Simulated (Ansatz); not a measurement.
Consider the ligand exchange at a Ge–O bond: `S[SiH2][O][GeH3]` + `[F][GeH2][SH]` → `[F][GeH2][S][GeH3]` + `O[SiH2]S`.

Program: Ansatz. Geometries: PBE0-D4/def2-TZVP. ΔE: electronic, gas phase. CCSD(T)/CBS adds triple-zeta CCSD(T) − MP2 to the extrapolated MP2 energy (def2 sets, frozen cores). DFT in def2-TZVPP. HSE06 is defined as in plane-wave codes. For Ge outer-core shells are correlated without core-valence functions, which leaves a few kJ/mol of doubt a bond. Scalar relativity is left out up to krypton. One conformer a species, not always the lowest.

```json
{"level": "r2SCAN0-D4", "ΔE (kJ/mol)": "-15.9", "difference from CCSD(T)/CBS": "-2.2"}
{"level": "ωB97X-V", "ΔE (kJ/mol)": "-9.6", "difference from CCSD(T)/CBS": "4.1"}
{"level": "ωB97M-V", "ΔE (kJ/mol)": "-12.5", "difference from CCSD(T)/CBS": "1.2"}
{"level": "PBE-QIDH", "ΔE (kJ/mol)": "-16.1", "difference from CCSD(T)/CBS": "-2.4"}
{"level": "PBE", "ΔE (kJ/mol)": "-21.1", "difference from CCSD(T)/CBS": "-7.4"}
{"level": "BLYP", "ΔE (kJ/mol)": "-10.5", "difference from CCSD(T)/CBS": "3.2"}
{"level": "r2SCAN", "ΔE (kJ/mol)": "-15.3", "difference from CCSD(T)/CBS": "-1.6"}
{"level": "PBE0", "ΔE (kJ/mol)": "-20.2", "difference from CCSD(T)/CBS": "-6.5"}
{"level": "r2SCANh", "ΔE (kJ/mol)": "-15.7", "difference from CCSD(T)/CBS": "-2.0"}
{"level": "HSE06", "ΔE (kJ/mol)": "-20.4", "difference from CCSD(T)/CBS": "-6.7"}
{"level": "HF/def2-TZVPP", "ΔE (kJ/mol)": "0.7", "difference from CCSD(T)/CBS": "14.4"}
{"level": "CCSD/def2-TZVPP", "ΔE (kJ/mol)": "-7.4", "difference from CCSD(T)/CBS": "6.3"}
{"level": "MP2/def2-QZVPP", "ΔE (kJ/mol)": "-14.7", "difference from CCSD(T)/CBS": "-1.0"}
{"level": "SCS-MP2/def2-QZVPP", "ΔE (kJ/mol)": "-8.4", "difference from CCSD(T)/CBS": "5.3"}
{"level": "HF/CBS(def2)", "ΔE (kJ/mol)": "2.5", "difference from CCSD(T)/CBS": "16.2"}
{"level": "CCSD/CBS(def2)", "ΔE (kJ/mol)": "-12.0", "difference from CCSD(T)/CBS": "1.7"}
{"level": "CCSD(T)/CBS", "ΔE (kJ/mol)": "-13.7", "difference from CCSD(T)/CBS": "0"}
```

Largest T1 diagnostic among the species: 0.012.

From BLYP to BHLYP (50 % exact exchange), in def2-TZVPP and without D4, ΔE moves by +3.3 kJ/mol. At CCSD(T), def2-SVP lies +14.2 kJ/mol from the extrapolated value and def2-TZVPP +4.7 kJ/mol.

CCSD(T)/CBS has its own doubt, a few kJ/mol and more with outer-core shells, so smaller differences from it don't rank the levels.
